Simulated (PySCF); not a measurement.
## Correlation energy of Nb²⁸⁺ (niobium, charge +28)

[Ne] 3s2 3p1, 2P determinant. Calculation: PySCF 2.14, in an uncontracted even-tempered set (18 s from 3.4 bohr⁻², ratio 2.5; 12 p from 4.4 bohr⁻², ratio 2.5; 5 d from 19 bohr⁻², ratio 2.7; 4 f from 28 bohr⁻², ratio 2.7); the spin-free X2C one-electron Hamiltonian (Gaussian nucleus). Frozen: 1s2; 11 electrons correlated; the 22 highest virtual orbitals of each spin left out.

| level | correlation energy (mhartree) |
| --- | --- |
| CCSD | -485.50 |
| (T) | -1.57 |
| CCSD(T) | -487.07 |

Diagnostics: T1 = 0.0012, D1 = 0.0052, largest double amplitude 0.070.

Spin-orbit coupling, absent here, splits the open shell strongly.

Cost of the coupled-cluster step: about 20 core-seconds, for 11 correlated electrons.

Iterations:

```
CC2 = 0
CCSD nocc = (np.int64(6), np.int64(5)), nmo = (84, 84)
frozen orbitals [[0, 85, 86, 87, 88, 89, 90, 91, 92, 93, 94, 95, 96, 97, 98, 99, 100, 101, 102, 103, 104, 105, 106], [0, 85, 86, 87, 88, 89, 90, 91, 92, 93, 94, 95, 96, 97, 98, 99, 100, 101, 102, 103, 104, 105, 106]]
max_cycle = 100
direct = 0
conv_tol = 1e-08
conv_tol_normt = 1e-06
diis_space = 8
diis_start_cycle = 0
Init t2, MP2 energy = -0.458322187464134
Init E_corr(UCCSD) = -0.458322187464177
cycle = 1  E_corr(UCCSD) = -0.4775476941879  dE = -0.0192255067  norm(t1,t2) = 0.0217643
cycle = 2  E_corr(UCCSD) = -0.483041862486795  dE = -0.0054941683  norm(t1,t2) = 0.00694132
cycle = 3  E_corr(UCCSD) = -0.485515322335714  dE = -0.00247345985  norm(t1,t2) = 0.00228419
cycle = 4  E_corr(UCCSD) = -0.48550067343068  dE = 1.4648905e-05  norm(t1,t2) = 9.05897e-05
cycle = 5  E_corr(UCCSD) = -0.48550128835171  dE = -6.1492103e-07  norm(t1,t2) = 4.22523e-06
cycle = 6  E_corr(UCCSD) = -0.485501093873592  dE = 1.94478117e-07  norm(t1,t2) = 4.0482e-07
cycle = 7  E_corr(UCCSD) = -0.485501125256148  dE = -3.13825557e-08  norm(t1,t2) = 5.12758e-08
cycle = 8  E_corr(UCCSD) = -0.485501125377245  dE = -1.21096688e-10  norm(t1,t2) = 4.96511e-09
UCCSD converged
E(UCCSD) = -3253.517613104566  E_corr = -0.4855011253772449
UCCSD(T) correction = -0.00156921957960009
```

At this charge the one-electron X2C treatment keeps the bare 1/r₁₂, with no two-electron picture change or Breit term. The effect here is smaller than on the frozen 1s shell; and a scalar Hamiltonian misses the large spin-orbit splitting of the p shells, which matters for ns² → np² pairs.
